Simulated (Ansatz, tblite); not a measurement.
Removing an electron: [Cu(SH)2]- (CuH₂S₂⁻). Charge -1, multiplicity 1. Geometry: r2SCAN-D4/def2-TZVPD. Ansatz, gas phase; energy differences of separate SCF runs; the oxidised species was run as a doublet alone.

```xyz
5

Cu   -0.3512    0.0545    0.0226
S    -0.0496    2.1875    0.0131
H     0.9713    2.2060    0.8931
S    -0.7096   -2.0695    0.0359
H     0.1391   -2.3785   -0.9648
```

The xTB rows come from tblite. HOMO above LUMO, or a gap near zero within one spin, warns that the state may not be the lowest or that an electron is smeared out.

| level | −HOMO (eV) | vertical IE (eV) | −LUMO (eV) | HOMO–LUMO gap (eV) | remarks |
| --- | --- | --- | --- | --- | --- |
| GFN1-xTB | 4.87 | 7.88 | -1.84 | 6.71 | – |
| GFN2-xTB | 4.47 | 7.88 | -0.30 | 4.77 | – |
| PBE-D4/def2-TZVPD | 0.49 | 3.24 | -2.77 | 3.25 | gap within one spin near zero (doublet) |

(1) Estimate the rows for r2SCAN-D4/def2-TZVPD, PBE0-D4/def2-TZVPD.

## Answers

(1) 
| level | −HOMO (eV) | vertical IE (eV) | −LUMO (eV) | HOMO–LUMO gap (eV) | remarks |
| --- | --- | --- | --- | --- | --- |
| r2SCAN-D4/def2-TZVPD | 0.61 | 3.31 | -3.24 | 3.85 | gap within one spin near zero (doublet) |
| PBE0-D4/def2-TZVPD | 1.81 | 3.56 | -3.25 | 5.06 | – |

Relaxing the oxidised species (r2SCAN-D4/def2-TZVPD) changes its energy by -0.35 eV at PBE-D4/def2-TZVPD, so the adiabatic ionisation energy to this nearest minimum is 2.89 eV. At PBE0-D4/def2-TZVPD it is 3.17 eV.    Raw xTB energy differences between charge states are shifted by several eV; the methods need an empirical correction for them.
